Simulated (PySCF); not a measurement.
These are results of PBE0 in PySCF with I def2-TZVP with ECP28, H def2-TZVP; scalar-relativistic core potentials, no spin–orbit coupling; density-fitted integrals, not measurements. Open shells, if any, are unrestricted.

Question: What shape and geometry does isolated singlet IH₆⁺ take (every ligand bound to I)?

Answer: Counting electrons, iodine keeps none of its valence electrons outside its bonds, so the VSEPR class is AX6 and the expected shape is octahedral (Oh), as computed. The lowest minimum found is a singlet of Oh symmetry with I–H 1.706 Å (×6); H–I–H 90.0° (×12), H–I–H 180.0° (×3). Its harmonic wavenumbers are 944 (t2u), 978 (t1u), 1067 (t2g), 1894 (t1u), 1931 (eg), 1978 (a1g) cm⁻¹ and its dipole moment is 0.00 D about the centre of mass.

Only a few start shapes were tried, so a lower isomer may exist.
